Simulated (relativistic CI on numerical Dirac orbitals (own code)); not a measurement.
## Electric-dipole transitions in Al⁶⁺

Calculated at this level of theory: Dirac-Coulomb-Breit CI, orbitals from a KLI potential per configuration, model QED (radiative potential, 1s self-energy scaled to tabulated hydrogen-like ionisation energies), unscaled Slater integrals (own radial code, finite nucleus).

Configuration list (outside the closed core 1s2): 2s²2p³, 2s2p⁴, 2p⁵, 2s²2p²3s, 2s²2p²3p, 2p⁴3s, 2s²2p²3d, 2p⁴3p, 2p⁴3d, 2s2p³3s, 2s2p³3p, 2s²2p²4s, 2s²2p²4p, 2s2p³3d, 2s²2p²4d, 2s²2p²4f. Levels of other configurations are missing.

```
λ vac (Å)              Lower                 Upper   A (s⁻¹)  log gf  S velocity/length
   62.100  2s²2p³ ⁴S°3/2 [1]  2s²2p²4d ⁴P3/2 [195]  2.61e+11   -0.22               0.91
   62.136  2s²2p³ ⁴S°3/2 [1]  2s²2p²4d ⁴P5/2 [193]  2.41e+11   -0.08               0.91
   64.730  2s²2p³ ²D°3/2 [2]  2s²2p²4d ²F5/2 [197]  1.55e+11   -0.23               0.94
   69.816  2s²2p³ ²D°5/2 [3]   2s2p³3p ²F7/2 [111]  1.15e+11   -0.17               0.86
   72.866  2s²2p³ ⁴S°3/2 [1]    2s2p³3p ⁴P5/2 [72]  1.01e+11   -0.32               0.83
   75.350  2s²2p³ ⁴S°3/2 [1]   2s²2p²3d ⁴P1/2 [60]  5.67e+11   -0.02               0.96
   75.381  2s²2p³ ⁴S°3/2 [1]   2s²2p²3d ⁴P3/2 [59]  5.60e+11    0.28               0.96
   75.442  2s²2p³ ⁴S°3/2 [1]   2s²2p²3d ⁴P5/2 [58]  5.52e+11    0.45               0.96
   75.580    2s2p⁴ ⁴P5/2 [6]  2s2p³3d ⁴S°3/2 [182]  2.43e+11   -0.08               0.90
   75.850  2s²2p³ ²P°1/2 [4]   2s²2p²3d ²D3/2 [84]  2.04e+11   -0.15               1.00
   75.907  2s²2p³ ²P°3/2 [5]   2s²2p²3d ²D5/2 [83]  2.19e+11    0.06               1.00
   76.262    2s2p⁴ ⁴P5/2 [6]  2s2p³3d ⁴P°5/2 [169]  3.54e+11    0.27               0.88
   76.538  2s²2p³ ²D°3/2 [2]   2s²2p²3d ²D5/2 [75]  1.61e+11   -0.07               1.00
   76.596  2s²2p³ ²D°3/2 [2]   2s²2p²3d ²D3/2 [71]  2.36e+11   -0.08               0.93
   76.643  2s²2p³ ²D°3/2 [2]   2s²2p²3d ²F5/2 [70]  3.97e+11    0.32               1.03
   76.648  2s²2p³ ²D°5/2 [3]   2s²2p²3d ²F5/2 [70]  1.66e+11   -0.06               0.97
   76.662  2s²2p³ ²D°5/2 [3]   2s²2p²3d ²F7/2 [69]  6.06e+11    0.63               1.02
   76.789    2s2p⁴ ⁴P5/2 [6]  2s2p³3d ⁴D°7/2 [161]  2.71e+11    0.28               0.98
   76.927    2s2p⁴ ⁴P3/2 [7]  2s2p³3d ⁴D°5/2 [162]  1.74e+11   -0.03               0.98
   77.875  2s²2p³ ²P°3/2 [5]   2s²2p²3d ²P3/2 [77]  2.41e+11   -0.06               0.92
   78.087  2s²2p³ ²D°5/2 [3]   2s²2p²3d ²D5/2 [66]  1.65e+11   -0.04               0.91
   78.367  2s²2p³ ²P°3/2 [5]   2s²2p²3d ²D5/2 [75]  2.27e+11    0.10               0.98
   79.309  2s²2p³ ²D°5/2 [3]   2s²2p²3d ²F7/2 [61]  1.25e+11   -0.03               1.02
   79.489  2s²2p³ ²D°3/2 [2]   2s²2p²3d ²F5/2 [55]  1.14e+11   -0.19               1.02
   79.986  2s²2p³ ²P°3/2 [5]   2s²2p²3d ²D5/2 [66]  1.73e+11    0.00               1.00
   82.544    2s2p⁴ ²D5/2 [9]  2s2p³3d ²F°7/2 [187]  1.77e+11    0.16               1.06
   84.544    2s2p⁴ ⁴P5/2 [6]   2s2p³3d ⁴D°7/2 [98]  2.32e+11    0.30               1.02
   84.723    2s2p⁴ ⁴P3/2 [7]   2s2p³3d ⁴D°5/2 [97]  1.57e+11    0.01               1.02
   234.28  2s²2p³ ²D°5/2 [3]      2s2p⁴ ²P3/2 [12]  3.13e+10    0.01               0.62
   303.86  2s²2p³ ²D°5/2 [3]       2s2p⁴ ²D5/2 [9]  8.36e+09   -0.16               0.78
```

Terms are leading LS components. Brackets give the number of a level in order of energy, since labels repeat. The list gives strong lines, with weight on those to low levels, among the lowest 200 of 359 levels, so that lines to higher ones, which can be the strongest, are missing. Levels whose partners in the same complex of configurations lie outside the list can be far off, and so can their lines. Rates are taken at the computed energies, electric ones in the length gauge. A velocity-to-length ratio far from 1 marks an uncertain rate.

At this charge configurations can still be misplaced by up to about 7 % of their energy. 29 of the 34 excited levels that our extract of the measured tables holds in this range could be paired (the sources list more); they are missed by 5958 cm⁻¹ on average and 22794 at most, and levels without a partner can miss by more.
